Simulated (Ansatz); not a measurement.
Conformers of `FC(F)CBr`, each relaxed with PBE0-D4/def2-TZVP in Ansatz. CBS adds the triple-zeta coupled-cluster correction to the MP2 limit.

Outer-core shells of Br are correlated without core-valence functions. Scalar relativity is left out up to krypton. Spin–orbit coupling is left out.

Not all of them had a frequency check.

Conformer A:

```xyz
8

F    -0.702   -0.348    1.550
C    -0.710    0.102    0.277
F    -1.096    1.406    0.309
C     0.672    0.043   -0.321
Br    1.231   -1.786   -0.576
H    -1.454   -0.466   -0.288
H     0.673    0.525   -1.295
H     1.385    0.525    0.344
```

Conformer B:

Z-matrix (Å, degrees):
```
C
F 1 1.351
C 1 1.505 2 111.3
F 1 1.351 2 107.9 3 122.4
H 1 1.098 2 107.9 3 -121.2
Br 3 1.928 1 112.7 2 60.2
H 3 1.088 1 109.5 2 -59.5
H 3 1.088 1 109.5 2 179.9
```

(1) Which is lowest in electronic energy at CCSD(T)/CBS (frozen core, def2 sets), and by how much? (An estimate is asked.)

(2) Give the energies relative to A (kJ/mol) with B3LYP-D4/def2-TZVPP, ωB97M-V/def2-TZVPP, r2SCAN/def2-TZVPP, PBE0/def2-TZVPP, HF/def2-TZVPP, MP2/def2-QZVPP, MP2/CBS(def2). (An estimate is asked.)

Results:

(1) The calculation gave: A; B lies 5.0 kJ/mol higher.

(2) Ansatz gave: 
| level | B |
| --- | --- |
| B3LYP-D4/def2-TZVPP | 4.1 |
| ωB97M-V/def2-TZVPP | 4.2 |
| r2SCAN/def2-TZVPP | 4.1 |
| PBE0/def2-TZVPP | 4.4 |
| HF/def2-TZVPP | 5.3 |
| MP2/def2-QZVPP | 4.9 |
| MP2/CBS(def2) | 5.0 |

B3LYP here is the variant with VWN-RPA as its local correlation; programs differ in this.
